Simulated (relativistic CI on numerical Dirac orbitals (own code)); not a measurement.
**Charge states of thallium**

Method of calculation: Dirac-Coulomb-Breit CI, separate exchange-only KLI orbitals for each configuration, model QED, valence Slater integrals scaled by 0.9 (own radial code, finite nucleus).

Each species is treated in one configuration, given outside its closed core. Radial values are for the open shell of highest l, unscaled and averaged over j; ζ includes the Breit term. Labels give the leading LS character, summed over repeated terms.

| Ion | Configuration | Its lowest level | LS weight (%) | ζ (cm⁻¹) | ⟨r⟩ (bohr) | ⟨r²⟩ (bohr²) | g_J | g√(J(J+1)) |
| --- | --- | --- | --- | --- | --- | --- | --- | --- |
| Tl⁷²⁺ | 2s2.2p5 | 2P°_3/2 | 100 | 1.138e+07 | 0.0602 | 0.004444 | 1.291 | 2.50 |
| Tl⁷³⁺ | 2s2.2p4 | 3P_2 | 68 | 1.153e+07 | 0.05985 | 0.004391 | 1.295 | 3.17 |
| Tl⁷⁴⁺ | 2s2.2p3 | J = 3/2 (mixed) | 49 | 1.168e+07 | 0.05951 | 0.004339 | 1.299 | 2.52 |
| Tl⁷⁵⁺ | 2s2.2p2 | 3P_0 | 68 | 1.183e+07 | 0.05918 | 0.004289 |  | 0.00 |
| Tl⁷⁶⁺ | 2s2.2p | 2P°_1/2 | 100 | 1.198e+07 | 0.05886 | 0.00424 | 0.603 | 0.52 |
| Tl⁷⁷⁺ | 2s2 | 1S_0 | 100 |  |  |  |  | 0.00 |
| Tl⁷⁸⁺ | 2s | 2S_1/2 | 100 |  | 0.06509 | 0.005059 | 1.939 | 1.68 |
| Tl⁷⁹⁺ | 1s2 | 1S_0 | 100 |  |  |  |  | 0.00 |
